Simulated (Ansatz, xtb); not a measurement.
## Relative energy of two isomers of C3H10NPSi

Structure a: `C[Si@]1(P)CCN1`, a singlet. Structure b: `C=C(C)[Si@H](N)P`, a singlet. Both are isolated molecules in the gas phase, relaxed with PBE0-D3(BJ)/def2-SVP; the shapes shown needn't be the lowest conformers.

a (Å):

| atom | x (Å) | y (Å) | z (Å) |
| --- | --- | --- | --- |
| C | -0.6427 | 1.2925 | -1.1071 |
| C | 2.0620 | 0.4619 | 0.5346 |
| C | 2.3036 | -0.9831 | 0.0206 |
| N | 0.9750 | -1.2574 | -0.5225 |
| P | -1.1190 | 0.0374 | 1.9405 |
| Si | 0.2348 | 0.1775 | 0.1152 |
| H | -0.0121 | 1.4575 | -1.9939 |
| H | -1.5928 | 0.8447 | -1.4398 |
| H | -0.8748 | 2.2666 | -0.6482 |
| H | -0.4592 | -1.1198 | 2.4561 |
| H | -2.1204 | -0.7218 | 1.2571 |
| H | 2.5595 | 1.2295 | -0.0764 |
| H | 2.3306 | 0.6245 | 1.5874 |
| H | 2.5938 | -1.6611 | 0.8465 |
| H | 3.1029 | -1.0407 | -0.7425 |
| H | 0.6941 | -2.1884 | -0.7989 |

b (Å):

```yaml
atoms:
  - { symbol: C, position_ang: [-2.9246, 1.2532, 1.6165] }
  - { symbol: C, position_ang: [-1.9085, 0.6706, 0.9652] }
  - { symbol: C, position_ang: [-0.6464, 0.2356, 1.6511] }
  - { symbol: N, position_ang: [-3.5621, 0.9329, -1.5873] }
  - { symbol: P, position_ang: [-1.8167, -1.8626, -1.1741] }
  - { symbol: Si, position_ang: [-2.0830, 0.3721, -0.8873] }
  - { symbol: H, position_ang: [-3.8336, 1.5617, 1.0894] }
  - { symbol: H, position_ang: [-2.8883, 1.4464, 2.6961] }
  - { symbol: H, position_ang: [-0.6626, 0.4648, 2.7280] }
  - { symbol: H, position_ang: [0.2357, 0.7289, 1.2088] }
  - { symbol: H, position_ang: [-0.4820, -0.8487, 1.5315] }
  - { symbol: H, position_ang: [-0.9634, 1.0616, -1.6015] }
  - { symbol: H, position_ang: [-3.7001, 1.9189, -1.7783] }
  - { symbol: H, position_ang: [-4.4395, 0.4679, -1.3859] }
  - { symbol: H, position_ang: [-3.0761, -2.1619, -0.5655] }
  - { symbol: H, position_ang: [-2.3459, -1.8615, -2.5006] }
```

Question: Which of the two would you expect CCSD(T)/def2-SVP + ΔMP2/def2-TZVPP electronic energies to favour?

Answer: Not settled: CCSD(T)/def2-SVP + ΔMP2/def2-TZVPP gives E(b) − E(a) = +1.57 kcal/mol, but this leans on the basis-set step: CCSD(T) alone gives +0.82 kcal/mol.

How the difference moves with the method:

```tsv
level	geometry	E(b) − E(a) (kcal/mol)	departure from the last row (kcal/mol)	job, with rough time for the two
GFN2-xTB	GFN2-xTB	+5.35	+3.77	optimisation, 0.5 s
HF/STO-3G	GFN2-xTB	+28.80	+27.23	single point, 0.32 s
r2SCAN-D4/def2-SVP	GFN2-xTB	+4.96	+3.39	single point, 3.1 s
PBE0-D3(BJ)/def2-SVP	PBE0-D3(BJ)/def2-SVP	+6.98	+5.41	optimisation, 49 s
HF/def2-SVP	PBE0-D3(BJ)/def2-SVP	−1.01	−2.58	part of the CCSD(T) run
MP2/def2-SVP	PBE0-D3(BJ)/def2-SVP	+2.84	+1.27	part of the CCSD(T) run
CCSD(T)/def2-SVP	PBE0-D3(BJ)/def2-SVP	+0.82	−0.75	single point
CCSD(T)/def2-SVP + ΔMP2/def2-TZVPP	PBE0-D3(BJ)/def2-SVP	+1.57		single point, 44 s
```

As drawn, b has 1 C=C, 1 Si–H, 1 N–H in place of 1 C–Si, 1 C–N, 2 C–H. Structure a has a 4-membered ring, b no ring.

HF/def2-SVP puts the two in the other order. The largest departure from CCSD(T)/def2-SVP + ΔMP2/def2-TZVPP is that of HF/STO-3G, 27.23 kcal/mol. The last row adds to CCSD(T) the change of the MP2 difference between the two basis sets, here +0.75 kcal/mol.

With thermal terms from frequencies at re-optimised GFN2-xTB minima (ideal gas, soft modes damped towards free rotors, one conformer each, 298.15 K, 1 atm): on the last row, ΔE + ΔZPE = −1.28, ΔH = −0.79, ΔG = −1.38 kcal/mol.

The correlated steps freeze 14 core orbitals. Programs: Ansatz 0.2.0, xtb 6.7.1; the last row on 4 threads of Arm Neoverse V2 on a shared host.
